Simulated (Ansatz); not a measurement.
Steps of a relaxation of `CO[CH2][AlH][GaH2]` with RKS PBE0-D4/def2-TZVP.

```sh
$ ansatz run in.yaml --threads 2 --pin off --events-out ev --progress --plain --max-ram 31744MiB --backend cuda --devices 0, --max-vram 18GiB
```

```yaml
crystal:
  periodic: [false, false, false]
  atoms:
    - {symbol: C, position_ang: [-0.884700, 0.212650, 1.188450]}
    - {symbol: O, position_ang: [0.372270, 0.357960, 0.588370]}
    - {symbol: C, position_ang: [1.011300, -0.946420, 0.389510]}
    - {symbol: Al, position_ang: [0.080910, -1.195520, -1.422310]}
    - {symbol: Ga, position_ang: [0.045900, 1.284930, -1.493820]}
    - {symbol: H, position_ang: [-0.785940, -0.201230, 2.197250]}
    - {symbol: H, position_ang: [-1.525330, -0.467790, 0.590170]}
    - {symbol: H, position_ang: [-1.350660, 1.198220, 1.233260]}
    - {symbol: H, position_ang: [2.076900, -0.698940, 0.242000]}
    - {symbol: H, position_ang: [0.953620, -1.501100, 1.336260]}
    - {symbol: H, position_ang: [-0.258110, -2.540860, -2.134540]}
    - {symbol: H, position_ang: [1.381900, 2.168480, -1.618360]}
    - {symbol: H, position_ang: [-1.118070, 2.329620, -1.096210]}
basis:
  gaussian: {orbitals: def2-TZVP}
hamiltonian: {xc: pbe0, dispersion: d4}
relax: {f_tol: 0.005, max_steps: 150}
```

Positions (Å) and forces (eV/Å) along the path, 12 of 22 steps:

```xyz
13
step=1 energy=-63211.9700 eV
C    -0.885    0.213    1.188   -0.221    0.021    0.069
O     0.372    0.358    0.588    0.290    0.376    0.451
C     1.011   -0.946    0.390    0.022    0.365   -0.484
Al    0.081   -1.196   -1.422    0.454    0.125    0.388
Ga    0.046    1.285   -1.494    0.091    0.671    0.401
H    -0.786   -0.201    2.197   -0.008   -0.054   -0.025
H    -1.525   -0.468    0.590   -0.021    0.104    0.132
H    -1.351    1.198    1.233   -0.024   -0.102   -0.019
H     2.077   -0.699    0.242   -0.246   -0.162   -0.049
H     0.954   -1.501    1.336   -0.162   -0.097   -0.299
H    -0.258   -2.541   -2.135   -0.121   -0.436   -0.221
H     1.382    2.168   -1.618   -0.075   -0.376   -0.164
H    -1.118    2.330   -1.096    0.021   -0.436   -0.180
13
step=2 energy=-63212.1141 eV
C    -0.891    0.253    1.256   -0.264   -0.119    0.061
O     0.384    0.435    0.691    0.248   -0.320   -0.308
C     0.983   -0.867    0.340    0.008   -0.169    0.385
Al    0.144   -1.176   -1.473   -0.023    0.177    0.061
Ga    0.084    1.302   -1.423   -0.136    0.316   -0.062
H    -0.815   -0.246    2.232    0.035    0.063   -0.108
H    -1.533   -0.373    0.601    0.103    0.160    0.122
H    -1.356    1.234    1.366    0.030   -0.076    0.019
H     2.057   -0.663    0.224   -0.129   -0.019    0.008
H     0.884   -1.549    1.205   -0.016    0.277   -0.239
H    -0.195   -2.557   -2.179    0.081   -0.128    0.012
H     1.488    2.028   -1.700   -0.313   -0.054    0.112
H    -1.234    2.180   -1.138    0.375   -0.108   -0.064
13
step=6 energy=-63212.1783 eV
C    -0.846    0.353    1.341    0.225    0.028   -0.113
O     0.367    0.392    0.606   -0.129    0.076    0.119
C     0.859   -0.952    0.312    0.112   -0.168   -0.038
Al    0.207   -1.208   -1.573    0.068   -0.014   -0.061
Ga   -0.015    1.267   -1.460   -0.017   -0.007   -0.018
H    -0.680   -0.154    2.297   -0.032   -0.012   -0.007
H    -1.622   -0.177    0.773   -0.062    0.002    0.058
H    -1.160    1.381    1.516   -0.017   -0.020   -0.027
H     1.956   -0.868    0.302   -0.097    0.003    0.016
H     0.608   -1.617    1.145   -0.004    0.049   -0.009
H     0.299   -2.589   -2.379   -0.032    0.048    0.062
H     1.338    2.053   -1.712   -0.041    0.015    0.019
H    -1.312    2.120   -1.168    0.027   -0.001   -0.001
13
step=8 energy=-63212.1860 eV
C    -0.825    0.363    1.338   -0.013   -0.001    0.000
O     0.373    0.382    0.590   -0.012   -0.009   -0.003
C     0.861   -0.972    0.302    0.038    0.012    0.008
Al    0.242   -1.203   -1.597    0.032    0.020   -0.018
Ga   -0.012    1.267   -1.466    0.017    0.003    0.004
H    -0.655   -0.106    2.312    0.015    0.012   -0.003
H    -1.613   -0.190    0.810   -0.014   -0.002    0.003
H    -1.148    1.394    1.472    0.003    0.000    0.017
H     1.955   -0.900    0.350   -0.041   -0.030   -0.011
H     0.557   -1.636    1.117   -0.004   -0.003    0.014
H     0.285   -2.592   -2.382   -0.006   -0.001    0.007
H     1.311    2.110   -1.674   -0.013    0.007   -0.011
H    -1.333    2.082   -1.173   -0.003   -0.007   -0.006
13
step=10 energy=-63212.1930 eV
C    -0.785    0.412    1.373   -0.026   -0.016   -0.005
O     0.365    0.358    0.550   -0.099   -0.080    0.036
C     0.811   -1.019    0.284    0.125   -0.043    0.125
Al    0.328   -1.202   -1.663    0.018    0.026    0.069
Ga   -0.015    1.254   -1.491    0.036    0.049    0.025
H    -0.569   -0.021    2.356    0.023    0.018   -0.059
H    -1.629   -0.132    0.919    0.093    0.064    0.033
H    -1.061    1.461    1.485    0.013   -0.049   -0.009
H     1.903   -1.013    0.440   -0.218   -0.019   -0.021
H     0.392   -1.681    1.056    0.065    0.108   -0.152
H     0.421   -2.582   -2.457    0.004   -0.008   -0.006
H     1.242    2.206   -1.650   -0.062   -0.035   -0.009
H    -1.403    1.958   -1.200    0.028   -0.016   -0.028
13
step=11 energy=-63212.1997 eV
C    -0.751    0.446    1.411    0.101   -0.030   -0.031
O     0.352    0.340    0.523   -0.184   -0.038    0.069
C     0.759   -1.050    0.277    0.152   -0.126    0.020
Al    0.406   -1.193   -1.709   -0.009   -0.021    0.160
Ga   -0.007    1.248   -1.516    0.002    0.096    0.005
H    -0.483    0.017    2.383   -0.046    0.011   -0.065
H    -1.635   -0.072    1.008    0.121    0.081    0.072
H    -0.979    1.505    1.533    0.006   -0.048   -0.048
H     1.837   -1.106    0.507   -0.208    0.042    0.000
H     0.257   -1.705    1.004    0.052    0.125   -0.198
H     0.526   -2.570   -2.508    0.017    0.022    0.002
H     1.182    2.295   -1.634   -0.108   -0.082    0.019
H    -1.463    1.846   -1.281    0.105   -0.030   -0.005
13
step=12 energy=-63212.2069 eV
C    -0.723    0.472    1.430    0.119   -0.041   -0.046
O     0.339    0.326    0.497   -0.230   -0.068    0.095
C     0.726   -1.071    0.266    0.221   -0.168    0.104
Al    0.455   -1.197   -1.737   -0.007    0.002    0.183
Ga   -0.013    1.235   -1.539   -0.033    0.146    0.094
H    -0.421    0.062    2.402   -0.051    0.013   -0.094
H    -1.633   -0.038    1.076    0.161    0.098    0.079
H    -0.926    1.539    1.538    0.008   -0.066   -0.055
H     1.789   -1.162    0.566   -0.348    0.041   -0.048
H     0.156   -1.723    0.951    0.120    0.187   -0.265
H     0.613   -2.563   -2.548    0.016    0.028    0.015
H     1.130    2.338   -1.609   -0.108   -0.116   -0.014
H    -1.492    1.783   -1.292    0.130   -0.055   -0.048
13
step=15 energy=-63212.2800 eV
C    -0.591    0.541    1.531   -0.041   -0.080   -0.243
O     0.188    0.253    0.378    0.003   -0.019    0.353
C     0.567   -1.146    0.221   -0.004    0.106    0.136
Al    0.640   -1.187   -1.776   -0.078    0.265   -0.201
Ga   -0.070    1.208   -1.591    0.013   -0.177   -0.065
H    -0.102    0.170    2.436    0.056    0.025   -0.065
H    -1.581    0.075    1.432    0.063    0.048    0.079
H    -0.705    1.622    1.584   -0.006    0.018    0.033
H     1.492   -1.313    0.788   -0.042   -0.039    0.011
H    -0.212   -1.771    0.677   -0.009   -0.036   -0.062
H     1.007   -2.469   -2.635    0.047   -0.121    0.014
H     0.962    2.401   -1.553    0.019    0.022    0.024
H    -1.597    1.616   -1.493   -0.021   -0.011   -0.014
13
step=16 energy=-63212.3071 eV
C    -0.545    0.569    1.559    0.080   -0.084    0.074
O     0.181    0.253    0.393    0.130   -0.152   -0.293
C     0.501   -1.153    0.195   -0.088    0.002    0.026
Al    0.692   -1.160   -1.806   -0.015    0.102    0.024
Ga   -0.071    1.195   -1.598   -0.002    0.025   -0.005
H     0.030    0.271    2.441   -0.073    0.018    0.038
H    -1.515    0.060    1.557   -0.004    0.008    0.042
H    -0.697    1.647    1.565   -0.023    0.035    0.035
H     1.361   -1.420    0.820   -0.029    0.041    0.055
H    -0.351   -1.765    0.533    0.028    0.055    0.005
H     1.128   -2.460   -2.613    0.016   -0.028    0.005
H     0.905    2.436   -1.503   -0.013   -0.018    0.003
H    -1.619    1.527   -1.545   -0.008   -0.003   -0.010
13
step=17 energy=-63212.3086 eV
C    -0.483    0.584    1.588    0.015   -0.210   -0.030
O     0.136    0.230    0.357   -0.108    0.076    0.293
C     0.423   -1.178    0.174   -0.127   -0.171    0.077
Al    0.757   -1.132   -1.817   -0.018   -0.112    0.116
Ga   -0.096    1.193   -1.621    0.005    0.062    0.007
H     0.166    0.305    2.434   -0.142    0.021   -0.208
H    -1.461    0.083    1.691    0.279    0.112   -0.041
H    -0.625    1.664    1.582   -0.013    0.005   -0.001
H     1.214   -1.484    0.880   -0.185    0.078   -0.156
H    -0.489   -1.761    0.423    0.276    0.132   -0.035
H     1.278   -2.432   -2.584    0.002    0.053   -0.013
H     0.839    2.461   -1.462   -0.046   -0.033   -0.007
H    -1.660    1.466   -1.645    0.061   -0.013   -0.003
13
step=18 energy=-63212.3167 eV
C    -0.498    0.577    1.578    0.021   -0.055   -0.012
O     0.156    0.238    0.370   -0.041    0.022    0.045
C     0.441   -1.171    0.183   -0.041   -0.064    0.039
Al    0.728   -1.147   -1.809    0.023    0.008    0.027
Ga   -0.085    1.194   -1.613    0.000    0.007   -0.026
H     0.118    0.282    2.435   -0.033    0.009   -0.046
H    -1.474    0.080    1.641    0.064    0.032   -0.003
H    -0.638    1.658    1.584   -0.005   -0.002    0.011
H     1.254   -1.461    0.862   -0.048    0.011   -0.039
H    -0.449   -1.754    0.473    0.070    0.040   -0.017
H     1.240   -2.432   -2.602   -0.007    0.006    0.008
H     0.852    2.459   -1.479   -0.011   -0.013    0.003
H    -1.645    1.478   -1.622    0.007   -0.001    0.009
13
step=22 energy=-63212.3181 eV
C    -0.482    0.578    1.589   -0.001    0.003   -0.002
O     0.126    0.234    0.361    0.000   -0.004    0.004
C     0.411   -1.176    0.177   -0.001    0.004   -0.004
Al    0.746   -1.141   -1.804    0.001    0.001    0.002
Ga   -0.088    1.194   -1.629    0.000   -0.001   -0.002
H     0.160    0.279    2.423    0.001    0.001    0.000
H    -1.456    0.088    1.688    0.001    0.000    0.000
H    -0.615    1.660    1.601    0.000   -0.001    0.000
H     1.213   -1.467    0.866    0.001   -0.001    0.000
H    -0.481   -1.758    0.454   -0.001   -0.002    0.002
H     1.282   -2.420   -2.588    0.000    0.000   -0.001
H     0.833    2.467   -1.470    0.000    0.000    0.000
H    -1.649    1.464   -1.666    0.000    0.000    0.001
```

Hardware: 2 threads of an AMD EPYC 7R13 on a shared host and a share of an NVIDIA H100 80 GB. Wall time 45 s, peak host memory 0.89 GiB.
